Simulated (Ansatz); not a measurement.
Gas-phase electronic energies from Ansatz, PBE0-D4/def2-TZVP geometries. CBS: MP2 limit from def2 TZ/QZ plus the TZ coupled-cluster correction, frozen cores. This one scheme is used for every species. Functionals use def2-TZVPP. B3LYP here is the variant with VWN-RPA as its local correlation; programs differ in this. Each species was taken in one conformer, which may not be the lowest.

`[NH2][Al]([OH])[CH]=O` + `[NH2][AlH][NH2]` → `[NH2][Al]([NH2])[OH]` + `[NH2][AlH][CH]=O`  (redistribution)

| level | ΔE (kJ/mol) |
| --- | --- |
| r2SCAN-D4 | 8.6 |
| CAM-B3LYP-D4 | 9.2 |
| ωB97M-V | 9.0 |
| B3LYP | 9.4 |

(1) What does CCSD(T)/CBS give? (An estimate is asked.)

Largest T1 diagnostic among the species: 0.015.

Results:

(1) Ansatz gave: +7.5 kJ/mol. The listed levels differ from it by 1.1, 1.7, 1.5, 1.9 kJ/mol.

Leaving LDA and LC-ωPBE aside and taking each functional with its dispersion term where it has one, the values, not all of them listed here, spread over 1.6 kJ/mol, from r2SCAN0-D4 to PBE-D4.
